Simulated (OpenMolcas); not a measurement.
Ionisation energies of manganese

- Program: OpenMolcas 26.06
- Basis: ANO-RCC-VQZP [7s6p4d3f2g1h]
- Scalar Hamiltonian: DKH2, point nucleus
- Spin-orbit coupling: state interaction with AMFI integrals over the reference wave functions, term energies averaged over their components

Active shells in each charge state: the valence d shell, with orbitals averaged over the low states. Where CASPT2's correlated closed shells are named, they are those of the first ion.

A. CASSCF
B. SS-CASPT2, IPEA 0.25 Eh, imaginary shift 0.1 Eh (closed shells correlated: 3s 3p)
C. SS-CASPT2, IPEA 0.25 Eh, imaginary shift 0.1 Eh (closed shells correlated: none)
D. SS-CASPT2, IPEA 0 Eh, imaginary shift 0.1 Eh (closed shells correlated: 3s 3p)
E. SS-CASPT2, IPEA 0.25 Eh, imaginary shift 0.1 Eh (closed shells correlated: 2s 2p 3s 3p)

Energies in eV between the lowest computed levels, named as in B; reference values from the NIST Atomic Spectra Database with their kind.

```tsv
From	To	A	B	C	D	E	Spin-orbit share in B	Reference
Mn2+ 3d5 6S 5/2	Mn3+ 3d4 5D0	32.487	34.012	33.469	34.116	34.035	-0.069	33.668 (measured)
Mn3+ 3d4 5D0	Mn4+ 3d3 4F 3/2	50.191	51.466	50.906	51.515	51.501	-0.035	51.210 (semi-empirical)
Mn4+ 3d3 4F 3/2	Mn5+ 3d2 3F2	71.418	72.477	71.837	72.539	72.523	-0.013	72.410 (semi-empirical)
Mn5+ 3d2 3F2	Mn6+ 3d 2D 3/2	94.704	95.575	94.863	95.632	95.629	+0.019	95.604 (measured)
Mn6+ 3d 2D 3/2	Mn7+ 3p6 1S0	118.168	119.008	118.168	119.059	119.046	+0.097	119.203 (measured)
```

Error against the reference values, in %:

| From | Reference | A | B | C | D | E |
| --- | --- | --- | --- | --- | --- | --- |
| Mn2+ | measured | -3.5 | +1.0 | -0.6 | +1.3 | +1.1 |
| Mn3+ | semi-empirical | -2.0 | +0.5 | -0.6 | +0.6 | +0.6 |
| Mn4+ | semi-empirical | -1.4 | +0.1 | -0.8 | +0.2 | +0.2 |
| Mn5+ | measured | -0.9 | 0 | -0.8 | 0 | 0 |
| Mn6+ | measured | -0.9 | -0.2 | -0.9 | -0.1 | -0.1 |

Mean absolute error over the 3 measured values: A 1.04 eV, B 0.19 eV, C 0.66 eV, D 0.21 eV, E 0.18 eV.

The lowest level within the active space need not be the ion's true ground level.
